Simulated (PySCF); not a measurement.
# C (carbon, neutral) across methods

[He] 2s1 2p3, high-spin 5S determinant (an excited configuration). Calculation: PySCF 2.14, in x2c-QZVPPall with one added diffuse shell each of s, p, d, f type (8s5p4d3f1g, 73 functions); the spin-free X2C one-electron Hamiltonian (Gaussian nucleus).

```csv
method,E (hartree),mean ε 1s β (eV),mean ε 2s α (eV),mean ε 2p α (eV),Σ⟨r²⟩ (bohr²),⟨S²⟩
M06-L,-37.7184,-275.24,-16.759,-7.048,13.60,6.000
r2SCAN,-37.7169,-274.83,-16.679,-7.259,13.88,6.000
LDA,-37.3352,-268.56,-15.263,-6.887,14.31,6.000
B3LYP,-37.7047,-278.77,-17.341,-7.966,14.06,6.000
LC-wPBE,-37.6927,-277.08,-21.299,-11.464,13.91,6.000
UHF,-37.61371,-305.62,-25.630,-13.030,13.54,6.000
PBE0,-37.6747,-279.91,-18.101,-8.443,13.96,6.000
MN15,-37.6991,-276.81,-17.901,-8.889,14.09,6.000
PBE,-37.6622,-271.15,-15.491,-6.825,14.24,6.000
```
